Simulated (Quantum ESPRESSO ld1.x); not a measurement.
Isoelectronic series with 11 electrons, all held in the configuration [Ne] 3s1, which need not be the ground one along the series. Method: scalar-relativistic Kohn-Sham, LDA (Slater exchange, VWN5 correlation), spin-polarised, spherical densities, point nucleus; open shells are filled with parallel spins first; computed with ld1.x of Quantum ESPRESSO 7.5. Total energies (hartree) and orbital eigenvalues (hartree) (* marks an orbital that is empty in some or all of the ions):

ion,E (hartree),3p down*,3p up*,3s down*,3s up,2p down,2p up
Si3+,-286.7123,-1.08699,-1.16807,-1.40241,-1.48879,-4.84624,-4.85738
Cl6+,-449.2988,-3.26582,-3.39677,-3.81144,-3.94680,-10.9813,-11.0000
Ca9+,-649.5668,-6.47583,-6.65470,-7.25301,-7.43736,-19.4028,-19.4288
V12+,-887.7664,-10.7045,-10.9309,-11.7216,-11.9555,-30.1052,-30.1384
Fe15+,-1164.2143,-15.9502,-16.2243,-17.2212,-17.5053,-43.0931,-43.1335
Cu18+,-1479.2862,-22.2151,-22.5371,-23.7599,-24.0946,-58.3757,-58.4233
Ge21+,-1833.4175,-29.5034,-29.8736,-31.3482,-31.7342,-75.9651,-76.0199
Br24+,-2227.1047,-37.8207,-38.2396,-39.9991,-40.4370,-95.8759,-95.9380
Sr27+,-2660.9087,-47.1737,-47.6417,-49.7280,-50.2180,-118.125,-118.194
Nb30+,-3135.4585,-57.5701,-58.0877,-60.5521,-61.0948,-142.731,-142.808
Ru33+,-3651.4562,-69.0185,-69.5862,-72.4911,-73.0869,-169.714,-169.799
Ag36+,-4209.6821,-81.5286,-82.1470,-85.5673,-86.2166,-199.099,-199.191
Sn39+,-4811.0017,-95.1109,-95.7804,-99.8056,-100.509,-230.909,-231.010
I42+,-5456.3734,-109.777,-110.498,-115.234,-115.991,-265.173,-265.281
Ba45+,-6146.857,-125.539,-126.312,-131.883,-132.695,-301.918,-302.035
Pr48+,-6883.625,-142.410,-143.237,-149.787,-150.654,-341.177,-341.302
Sm51+,-7667.974,-160.406,-161.286,-168.985,-169.908,-382.982,-383.117
Tb54+,-8501.341,-179.540,-180.475,-189.520,-190.499,-427.371,-427.514
Er57+,-9385.320,-199.831,-200.820,-211.440,-212.475,-474.380,-474.532
Lu60+,-10321.682,-221.294,-222.340,-234.799,-235.889,-524.049,-524.212
W63+,-11312.402,-243.950,-245.052,-259.655,-260.803,-576.423,-576.596
